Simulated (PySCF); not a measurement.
**Fractional electron number in Sc²⁺ (scandium, charge +2)**

The 3d alpha orbital of [Ar] 3d1 is emptied in steps (occupation f), with all orbitals relaxed, ending at [Ar]. All numbers are calculated (PySCF 2.14, scalar relativity by spin-free X2C-1e, in x2c-TZVPall (6s5p4d1f, 48 functions)). The exact energy is a straight line in f; departures are measured from the line between the end points of the same method.

```json
{"f": "1", "TPSS (eV)": "0.000"}
{"f": "0.8", "TPSS (eV)": "-1.056"}
{"f": "0.6", "TPSS (eV)": "-1.599"}
{"f": "0.4", "TPSS (eV)": "-1.614"}
{"f": "0.2", "TPSS (eV)": "-1.084"}
{"f": "0", "TPSS (eV)": "0.000"}
```

Task: For TPSS, how does the orbital energy at f = 1 compare with the removal energy?

Result: −ε = 18.691 eV against a total-energy difference of 25.221 eV. By Janak's theorem ε = ∂E/∂f, so the gap between them reflects the curvature. Along the path −ε is 21.207 (f = 0.8), 23.813 (f = 0.6), 26.499 (f = 0.4), 29.247 (f = 0.2) eV.

Reference removal energy between the ground levels: 24.757 eV (measured; NIST Atomic Spectra Database, ionization energies). The calculation has no spin-orbit coupling.
